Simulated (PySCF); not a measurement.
Calculated properties of `CS(=O)(=O)CCCF`

Compound: C4H9FO2S.
Atom-mapped SMILES: `[CH3:1][S:2](=[O:3])(=[O:4])[CH2:5][CH2:6][CH2:7][F:8]` (hydrogens: H9, H10, H11 on C1; H12, H13 on C5; H14, H15 on C6; H16, H17 on C7)

Among its groups: sulfone and C–F bond.

GFN2-xTB geometry:

| Quantity | Value |
| --- | --- |
| Point group of the GFN2-xTB geometry | C1 |
| Rotational constants A, B, C of the GFN2-xTB geometry | 3.309, 1.002, 0.973 GHz |

From PBE0/def2-SVPD ground state and vertical TDDFT (core frozen in the response) (PySCF):

| Property | Result |
| --- | --- |
| Dipole moment | 3.63 D |
| HOMO energy | -8.43 eV |
| LUMO energy | 0.14 eV |
| HOMO–LUMO gap | 8.57 eV |
| Lowest singlet excitation | 7.46 eV (166 nm, f = 0.005) |
| Strongest line among the 6 lowest singlet transitions | S3 at 8.06 eV (154 nm, f = 0.090) |
| Lowest triplet excitation (Tamm–Dancoff) | 7.27 eV |
| Static isotropic polarisability | 76.0 au |
| Electronic spatial extent ⟨r²⟩ about the centre of nuclear charge | 1271 bohr² |

PBE0/pcSseg-1 ground state and GIAO shieldings, non-relativistic (PySCF):

| Quantity | Value |
| --- | --- |
| Lowest Hirshfeld atomic charge | -0.32 e on O4 |
| Highest Hirshfeld atomic charge | +0.53 e on S2 |
| 13C chemical shifts (computed TMS as zero) by class | 84.3 (C7), 55.3 (C5), 48.1 (C1), 26.3 (C6) ppm |
| 1H chemical shifts (computed TMS as zero) by class | 5.28 (H16/H17), 2.79 (H12/H13), 2.67 (H9/H10/H11), 2.35 (H14/H15) ppm |
| Isotropic shieldings of nuclei other than C and H, by class | 125 (O3/O4), 429 (F8), 203 (S2) ppm |
| Mayer bond orders between heavy atoms | C1–S2 0.89, S2–O3 1.71, S2–O4 1.72, S2–C5 0.85, C5–C6 1.02, C6–C7 1.03, C7–F8 0.87 |

Monoisotopic mass (most abundant isotopes): 140.0307 u.

The dipole equals about 12.1 × 10⁻³⁰ C·m (1 D = 3.33564 × 10⁻³⁰ C·m). The vertical singlet–triplet gap S1 − T1 is 0.19 eV (TDDFT singlet less Tamm–Dancoff triplet; S1: HOMO→LUMO, weight 0.95; T1: HOMO→LUMO, weight 0.72). In wavenumbers S1 is 60100 cm⁻¹ (1 eV = 8065.54 cm⁻¹). With B = h/(8π²I), that is 505.379 GHz u Å² over I, the principal moments of inertia are 152.7, 504.3 and 519.2 u Å² (most abundant isotopes); the inertial defect Ic − Ia − Ib is -137.8 u Å² (zero for a rigid planar frame, negative otherwise). The polarisability is 11.27 Å³ as a volume (1 au = 0.148185 Å³), or 1.03 au for each of the 74 electrons. The rotational constants make it an asymmetric top with κ = (2B − A − C)/(A − C) = -0.98, nearer the prolate limit (−1).

The structure is a single GFN2-xTB conformer in the gas phase; no vibrational or solvent corrections. NMR classes are plain means over equivalent atoms (diastereotopic ones count apart unless rotation or inversion swaps them), as if these changed places fast; in this geometry the members of some classes differ.

Conformer computed: `[CH3:1][S:2](=[O:3])(=[O:4])[CH2:5][CH2:6][CH2:7][F:8]`: C1–S2–C5–C6 -176°, S2–C5–C6–C7 -78°, C5–C6–C7–F8 -68°.
